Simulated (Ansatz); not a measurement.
Input for Ansatz (a quantum-chemistry and plane-wave program): R-SVWN5/def2-TZVPP on GeH4Se2 (SMILES [GeH3][Se][SeH]), a point of a torsion scan.

Ansatz 0.2 input:
```yaml
crystal:
  periodic: [false, false, false]
  atoms:
    - {symbol: Ge, position_ang: [0.99267987, -0.13870500, 0.05615231]}
    - {symbol: Se, position_ang: [-0.43459085, 1.66713256, -0.33694730]}
    - {symbol: Se, position_ang: [-2.51349281, 0.63635153, 0.08676938]}
    - {symbol: H, position_ang: [0.67139846, -1.29403056, -0.85417450]}
    - {symbol: H, position_ang: [2.38466988, 0.34437629, -0.20196380]}
    - {symbol: H, position_ang: [0.87459102, -0.63079529, 1.47409065]}
    - {symbol: H, position_ang: [-1.98513556, -0.67947007, 0.40832294]}
basis:
  gaussian:
    orbitals: def2-TZVPP
hamiltonian:
  xc: {name: SVWN5}
scf: {lower_state_search: off}
```

It printed:

```
WARN ansatz: RAYON_NUM_THREADS=1 ignored (pool sized by the plan → 1); use --threads N
Functional definition: SVWN5
these checks for a lower state are left out or cut short: stability, starts, cluster_reference, orbital_swaps, neighbouring_geometries, increment
integrals: 0.15 GiB planned
1368 factors; their error is unknown
mean field: 0.86 GiB planned
mean field evaluation 1: about -187010.0879 eV, gradient 3.4e1 eV
mean field evaluation 2: about -187010.6051 eV, gradient 3.4e1 eV
mean field evaluation 4: about -187011.4957 eV, gradient 8.4e-1 eV
mean field evaluation 8: about -187011.4974 eV, gradient 2.5e-2 eV
mean field evaluation 16: about -187011.4301 eV, gradient 6.3e-5 eV
mean field -187011.43009841 eV, -6872.5432952166 hartree, gradient 3.3e-6 eV, S^2 0.000000; 0 other end points of the search recorded, 0 dependent functions left out
reference -187011.43013364 eV, -6872.5432965113 hartree; 52, 52 occupied and 148, 148 virtual orbitals, 1368 factors
Total energy: -187011.43013364 eV, -6872.5432965113 hartree
Checks for a lower state left out: stability, starts, cluster_reference, orbital_swaps, neighbouring_geometries, increment
```

The calculation finished and met its thresholds.

Cost: very roughly 1.9 core-seconds.
